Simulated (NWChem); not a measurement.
System: C4H6; SMILES C#CCC

NWChem printed, in part:

```
             Northwest Computational Chemistry Package (NWChem) 7.3.0
             --------------------------------------------------------

                             Geometry "geometry" -> ""
                             -------------------------

 Output coordinates in angstroms (scale by  1.889725989 to convert to a.u.)

  No.       Tag          Charge          X              Y              Z
 ---- ---------------- ---------- -------------- -------------- --------------
    1 C                    6.0000     0.25378700    -1.97500100     0.00000000
    2 C                    6.0000    -0.15895200    -0.83613400     0.00000000
    3 C                    6.0000    -0.63448900     0.54291600     0.00000000
    4 C                    6.0000     0.48997700     1.57718500     0.00000000
    5 H                    1.0000     0.61456100    -2.98671600     0.00000000
    6 H                    1.0000    -1.28391200     0.69238800     0.87983500
    7 H                    1.0000    -1.28391200     0.69238800    -0.87983500
    8 H                    1.0000     0.07612000     2.59649500     0.00000000
    9 H                    1.0000     1.12864200     1.46591600    -0.88850600
   10 H                    1.0000     1.12864200     1.46591600     0.88850600

 Effective nuclear repulsion energy (a.u.)     102.5730582791

                              NWChem Property Module
                              ----------------------

  itol2e modified to match energy
  convergence criterion.

                                 NWChem DFT Module
                                 -----------------

 Summary of "ao basis" -> "ao basis" (spherical)
 ------------------------------------------------------------------------------
       Tag                 Description            Shells   Functions and Types
 ---------------- ------------------------------  ------  ---------------------
 C                          pcsseg-1                 7       17   3s3p1d
 H                          pcsseg-1                 3        5   2s1p

  itol2e modified to match energy
  convergence criterion.

            General Information
            -------------------
          SCF calculation type: DFT
          Wavefunction type:  closed shell.
          No. of atoms     :    10
          No. of electrons :    30
           Alpha electrons :    15
            Beta electrons :    15
          Charge           :     0
          Spin multiplicity:     1
          Use of symmetry is: off; symmetry adaption is: off
          Maximum number of iterations: 150
          AO basis - number of functions:    98
                     number of shells:    46
          Convergence on energy requested:  1.00D-07
          Convergence on density requested:  1.00D-05
          Convergence on gradient requested:  5.00D-04

              XC Information
              --------------
                          KT2 Method XC Functional
                        Slater Exchange Functional  1.072 local
                           KT1 gradient correction  1.000 non-local
            Perdew 1991 LDA Correlation Functional  0.577 local

             Grid Information
             ----------------
          Grid used for XC integration:  fine
          Radial quadrature: Mura-Knowles
          Angular quadrature: Lebedev.
          Tag              B.-S. Rad. Rad. Pts. Rad. Cut. Ang. Pts.
          ---              ---------- --------- --------- ---------
          C                   0.70       70          12.0       590
          H                   0.35       60          14.0       590
          Grid pruning is: on
          Number of quadrature shells:   640
          Spatial weights used:  Erf1

      Superposition of Atomic Density Guess
      -------------------------------------

 Sum of atomic energies:        -153.60622880

      Non-variational initial energy
      ------------------------------

 Total energy =    -156.051524
 1-e energy   =    -406.717005
 2-e energy   =     148.092423
 HOMO         =      -0.331779
 LUMO         =       0.041095

   convergence    iter        energy       DeltaE   RMS-Dens  Diis-err
 ---------------- ----- ----------------- --------- --------- ---------
 d= 0,ls=0.0,diis     1   -158.6749187973 -2.61D+02  6.34D-03  2.64D-01
 d= 0,ls=0.0,diis     2   -158.6949298562 -2.00D-02  4.28D-03  9.71D-02
 d= 0,ls=0.0,diis     3   -158.6883722142  6.56D-03  2.41D-03  1.46D-01
 d= 0,ls=0.0,diis     4   -158.7058412510 -1.75D-02  7.11D-04  1.52D-02
 d= 0,ls=0.0,diis     5   -158.7077929667 -1.95D-03  9.16D-05  1.52D-04
  Resetting Diis
 d= 0,ls=0.0,diis     6   -158.7078098836 -1.69D-05  2.79D-05  1.01D-05
 d= 0,ls=0.0,diis     7   -158.7078110677 -1.18D-06  1.49D-05  1.04D-06
 d= 0,ls=0.0,diis     8   -158.7078109249  1.43D-07  8.96D-06  2.15D-06
 d= 0,ls=0.0,diis     9   -158.7078112022 -2.77D-07  1.65D-06  6.29D-08
 d= 0,ls=0.0,diis    10   -158.7078112091 -6.82D-09  6.49D-07  9.02D-09

         Total DFT energy =     -158.707811209056
      One electron energy =     -411.045703754992
           Coulomb energy =      176.421007987400
    Exchange-Corr. energy =      -26.656173720536
 Nuclear repulsion energy =      102.573058279072

 Numeric. integr. density =       30.000001318235

                       DFT Final Molecular Orbital Analysis
                       ------------------------------------

 Vector   13  Occ=2.000000D+00  E=-3.265548D-01
              MO Center=  2.5D-01,  1.1D+00, -9.2D-11, r^2= 2.5D+00
   Bfn.  Coefficient  Atom+Function         Bfn.  Coefficient  Atom+Function
  ----- ------------  ---------------      ----- ------------  ---------------
    89      0.289665   9 H  s                94     -0.289665  10 H  s
    60     -0.262730   4 C  pz               74      0.199790   6 H  s
    79     -0.199790   7 H  s                63     -0.191205   4 C  pz
    43      0.178596   3 C  pz               57     -0.135903   4 C  pz
    46      0.114816   3 C  pz               26      0.104998   2 C  pz

 Vector   14  Occ=2.000000D+00  E=-2.371790D-01
              MO Center=  4.5D-02, -1.2D+00,  8.0D-11, r^2= 2.1D+00
   Bfn.  Coefficient  Atom+Function         Bfn.  Coefficient  Atom+Function
  ----- ------------  ---------------      ----- ------------  ---------------
     7      0.304737   1 C  px               24      0.285477   2 C  px
    10      0.235151   1 C  px               27      0.201437   2 C  px
     4      0.146527   1 C  px               21      0.135773   2 C  px
    28      0.132326   2 C  py                8      0.109854   1 C  py
    25      0.104600   2 C  py               11      0.102030   1 C  py

 Vector   15  Occ=2.000000D+00  E=-2.349207D-01
              MO Center= -3.6D-02, -1.2D+00, -2.3D-10, r^2= 2.0D+00
   Bfn.  Coefficient  Atom+Function         Bfn.  Coefficient  Atom+Function
  ----- ------------  ---------------      ----- ------------  ---------------
     9      0.324584   1 C  pz               26      0.297324   2 C  pz
    12      0.258251   1 C  pz               29      0.231494   2 C  pz
     6      0.155977   1 C  pz               74     -0.149454   6 H  s
    79      0.149454   7 H  s                23      0.142060   2 C  pz
    43     -0.095398   3 C  pz               75     -0.088153   6 H  s

 Vector   16  Occ=0.000000D+00  E= 2.219005D-03
              MO Center= -6.8D-02, -2.4D-01,  1.5D-09, r^2= 5.5D+00
   Bfn.  Coefficient  Atom+Function         Bfn.  Coefficient  Atom+Function
  ----- ------------  ---------------      ----- ------------  ---------------
    54      0.919194   4 C  s                27     -0.532106   2 C  px
    10      0.525127   1 C  px               85     -0.514401   8 H  s
    75     -0.433178   6 H  s                80     -0.433178   7 H  s
    44     -0.296495   3 C  px               37      0.251920   3 C  s
     7      0.244724   1 C  px               11      0.236332   1 C  py

 Vector   17  Occ=0.000000D+00  E= 1.225169D-02
              MO Center= -1.5D-01, -1.1D+00, -7.3D-10, r^2= 3.3D+00
   Bfn.  Coefficient  Atom+Function         Bfn.  Coefficient  Atom+Function
  ----- ------------  ---------------      ----- ------------  ---------------
    12      0.716558   1 C  pz               29     -0.691993   2 C  pz
    75      0.541855   6 H  s                80     -0.541855   7 H  s
    26     -0.323354   2 C  pz                9      0.292126   1 C  pz
    46     -0.253507   3 C  pz               74      0.167669   6 H  s
    79     -0.167669   7 H  s                23     -0.154344   2 C  pz

[...]

          -----------------------------------------
          Chemical Shielding Tensors (GIAO, in ppm)
          -----------------------------------------

                                NWChem CPHF Module
                                ------------------

  scftype          =     RHF
  nclosed          =       15
  nopen            =        0
  variables        =     1245
  # of vectors     =        3
  tolerance        = 0.10D-03
  level shift      = 0.00D+00
  max iterations   =       50
  max subspace     =       30

 SCF residual:    2.4005360523795037E-005

Iterative solution of linear equations
  No. of variables     1245
  No. of equations        3
  Maximum subspace       30
        Iterations       50
       Convergence  1.0D-04

   iter   nsub   residual    time
   ----  ------  --------  ---------
     1      3    1.02D-05      20.4

      Atom:    1  C
        Diamagnetic
    248.9962    -12.8128      0.0000
    -12.8128    277.9799     -0.0000
      0.0000     -0.0000    243.7695

        Paramagnetic
   -178.1523    -47.6444     -0.0000
    -47.6444    -44.7603     -0.0000
     -0.0000     -0.0000   -192.5828

        Total Shielding Tensor
     70.8439    -60.4572     -0.0000
    -60.4572    233.2197     -0.0000
     -0.0000     -0.0000     51.1867

           isotropic =     118.4167
          anisotropy =     202.2604

          Principal Components and Axis System
                 1           2           3
              253.2570     51.1867     50.8066

      1        -0.3146     -0.0000      0.9492
      2         0.9492     -0.0000      0.3146
      3        -0.0000      1.0000      0.0000

      Atom:    2  C
        Diamagnetic
    249.6817    -12.5202      0.0000
    -12.5202    284.3883     -0.0000
      0.0000     -0.0000    244.6374

        Paramagnetic
   -206.0860    -76.6523     -0.0000
    -76.6523    -23.0027      0.0000
     -0.0000      0.0000   -240.9308

        Total Shielding Tensor
     43.5957    -89.1725     -0.0000
    -89.1725    261.3856      0.0000
     -0.0000      0.0000      3.7066

           isotropic =     102.8960
          anisotropy =     285.5131

          Principal Components and Axis System
                 1           2           3
              293.2380     11.7433      3.7066

      1        -0.3364      0.9417      0.0000
      2         0.9417      0.3364      0.0000
      3         0.0000     -0.0000      1.0000

      Atom:    3  C
        Diamagnetic
    244.8695      4.8945     -0.0000
      4.8945    262.7219     -0.0000
     -0.0000     -0.0000    242.9022

        Paramagnetic
    -78.7908     -6.7956      0.0000
     -6.7956    -83.5601      0.0000
      0.0000      0.0000    -88.2664

        Total Shielding Tensor
    166.0787     -1.9010      0.0000
     -1.9010    179.1618      0.0000
      0.0000      0.0000    154.6358

           isotropic =     166.6254
          anisotropy =      19.2105

          Principal Components and Axis System
                 1           2           3
              179.4324    165.8081    154.6358

      1        -0.1409      0.9900     -0.0000
      2         0.9900      0.1409     -0.0000
      3         0.0000      0.0000      1.0000

      Atom:    4  C
        Diamagnetic
    251.4973      7.2806     -0.0000
      7.2806    253.6361      0.0000
     -0.0000      0.0000    243.8587

        Paramagnetic
    -81.8286      3.6712      0.0000
      3.6712    -77.4617     -0.0000
      0.0000     -0.0000    -89.1366

        Total Shielding Tensor
    169.6687     10.9518     -0.0000
     10.9518    176.1744      0.0000
     -0.0000      0.0000    154.7221

           isotropic =     166.8551
          anisotropy =      26.2368

          Principal Components and Axis System
                 1           2           3
              184.3463    161.4969    154.7221

      1         0.5980      0.8015      0.0000
      2         0.8015     -0.5980     -0.0000
      3        -0.0000     -0.0000      1.0000

      Atom:    5  H
        Diamagnetic
     30.5415     -3.8879      0.0000
     -3.8879     40.0838      0.0000
      0.0000      0.0000     29.0351

        Paramagnetic
     -4.8608     -0.4229     -0.0000
     -0.4229     -2.1224     -0.0000
     -0.0000     -0.0000     -4.7271

        Total Shielding Tensor
     25.6807     -4.3109      0.0000
     -4.3109     37.9613     -0.0000
      0.0000     -0.0000     24.3081

           isotropic =      29.3167
          anisotropy =      15.0102

          Principal Components and Axis System
                 1           2           3
               39.3235     24.3185     24.3081

      1        -0.3013      0.9535     -0.0000
      2         0.9535      0.3013     -0.0000
      3        -0.0000      0.0000      1.0000

      Atom:    6  H
        Diamagnetic
     28.4971     -2.2755     -8.5344
     -2.2755     26.4030      2.7796
     -8.5344      2.7796     30.1584

        Paramagnetic
      1.2418      1.2767      3.2592
      1.2767      2.1241     -1.6836
      3.2592     -1.6836     -1.8734

        Total Shielding Tensor
     29.7389     -0.9988     -5.2752
     -0.9988     28.5271      1.0960
     -5.2752      1.0960     28.2850

           isotropic =      28.8503
          anisotropy =       8.7584

          Principal Components and Axis System
                 1           2           3
               34.6893     28.1810     23.6807

      1         0.7308      0.1995      0.6528
      2        -0.2326      0.9719     -0.0366
      3        -0.6418     -0.1251      0.7566

      Atom:    7  H
        Diamagnetic
     25.4130     -2.4112     -0.0000
     -2.4112     40.1365      0.0000
     -0.0000      0.0000     23.0197

        Paramagnetic
      2.1596      1.6967      0.0000
      1.6967     -3.2249     -0.0000
      0.0000     -0.0000      3.1022

        Total Shielding Tensor
     27.5725     -0.7145      0.0000
     -0.7145     36.9116      0.0000
      0.0000      0.0000     26.1219

           isotropic =      30.2020
          anisotropy =      10.1459

          Principal Components and Axis System
                 1           2           3
               36.9659     27.5182     26.1219

      1        -0.0758      0.9971     -0.0000
      2         0.9971      0.0758     -0.0000
      3         0.0000      0.0000      1.0000

      Atom:    8  H
        Diamagnetic
     30.0312      2.1494     -7.6275
      2.1494     26.2923     -0.4741
     -7.6275     -0.4741     31.0549

        Paramagnetic
      0.6088     -0.4333      3.6413
     -0.4333      1.9733     -0.2193
      3.6413     -0.2193      0.0801

        Total Shielding Tensor
     30.6400      1.7162     -3.9861
      1.7162     28.2656     -0.6934
     -3.9861     -0.6934     31.1349

           isotropic =      30.0135
          anisotropy =       7.9112

          Principal Components and Axis System
                 1           2           3
               35.2876     28.2741     26.4789

      1        -0.6813      0.2002      0.7041
      2        -0.2350      0.8511     -0.4695
      3         0.6932      0.4853      0.5328
```

Level: KT2/pcSseg-1, GIAO. All runs use the structure optimised with PBE0/def2-SVP. The output numbers the shielded atoms by their place in the input's list. The printed shielding anisotropy is the first printed principal value minus the mean of the other two.

### Question
Reconstruct the input file.

### Answer
Several could match; the one computed here: the input that was run:
```
start job
memory heap 200 mb stack 900 mb global 1100 mb
geometry units angstroms noautosym nocenter noautoz
  C      0.253787    -1.975001     0.000000
  C     -0.158952    -0.836134     0.000000
  C     -0.634489     0.542916     0.000000
  C      0.489977     1.577185     0.000000
  H      0.614561    -2.986716     0.000000
  H     -1.283912     0.692388     0.879835
  H     -1.283912     0.692388    -0.879835
  H      0.076120     2.596495     0.000000
  H      1.128642     1.465916    -0.888506
  H      1.128642     1.465916     0.888506
end
basis spherical
  * library pcsseg-1
end
dft
  xc kt2
  iterations 150
end
property
  shielding 8 1 2 3 4 5 6 8 9
end
task dft property
```
